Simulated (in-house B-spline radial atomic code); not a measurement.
HSE06 excitations of Te⁴⁺

Method: HSE06. Computed with a B-spline radial code for spherical atoms: linear response of the closed shell [Kr] 4d10 5s2 with the functional's adiabatic kernel; scalar-relativistic (spin-free one-electron X2C), finite nucleus, no spin-orbit coupling, no double excitations, S, P, D and F terms only; shells from n = 3 respond. Only terms of natural parity with L up to 3 were computed.

Command:
```bash
python run_td.py task.json out
```
Settings (radii: box in bohr, nucleus in fm):
```
Z                        52
electrons                48
configuration            [Kr] 4d10 5s2
hamiltonian              x2c
method                   hse06
box_radius               19.1
rms_radius               4.7423
intervals                71
```

Run time, properties included: 4.5 s on 1 thread of Arm Neoverse N1, with other jobs on the host.

The lowest states, in the order of their Tamm-Dancoff energies; the method's threshold (minus the highest occupied level) is 53.95 eV. Labels give the largest channel, * marks a mixed state, and oscillator strengths are full-response dipole values. Semilocal kernels can invert the small singlet-triplet splittings of Rydberg terms. Energies in eV:

| state | full response | Tamm-Dancoff | oscillator strength |
| --- | --- | --- | --- |
| 5s → 5p 3P | 9.992 | 10.141 | - |
| 5s → 5p 1P | ? | ? | ? |
| 5s → 5d 3D | 26.176 | 26.201 | - |
| 5s → 5d 1D | 27.174 | 27.199 | - |
| 5s → 6s 3S | 29.552 | 29.556 | - |
| 5s → 6s 1S | 30.31 | 30.35 | - |
| 5s → 4f 3F | 31.37 | 31.41 | - |
| 5s → 4f 1F | 32.25 | 32.26 | - |
| 5s → 6p 3P | 33.71 | 33.72 | - |
| 5s → 6p 1P | 34.04 | 34.08 | 0.0563 |
| 5s → 6d 3D | 39.64 | 39.64 | - |
| 5s → 6d 1D | 39.88 | 39.89 | - |
| 5s → 7s 3S | 40.69 | 40.69 | - |
| 5s → 7s 1S | ? | ? | - |
| 5s → 5f 3F | 40.98 | 40.99 | - |
| 5s → 5f 1F | 41.17 | 41.17 | - |

(1) Where does 5s → 7s 1S lie?

(2) Where does 5s → 5p 1P lie?

(3) How large is the singlet-triplet splitting of 5s → 5p (P terms) in Tamm-Dancoff?

(4) What polarisabilities and dispersion coefficient does the method give?

## Answers

(1) At 40.89 eV in full response, 40.90 eV in Tamm-Dancoff.

(2) At 13.701 eV in full response, 14.215 eV in Tamm-Dancoff, oscillator strength 1.6.

(3) 4.07 eV, from the unrounded values.

(4) Dipole 7.899 bohr³, quadrupole 17.51 bohr⁵, C6 33 hartree·bohr⁶ for two such species.
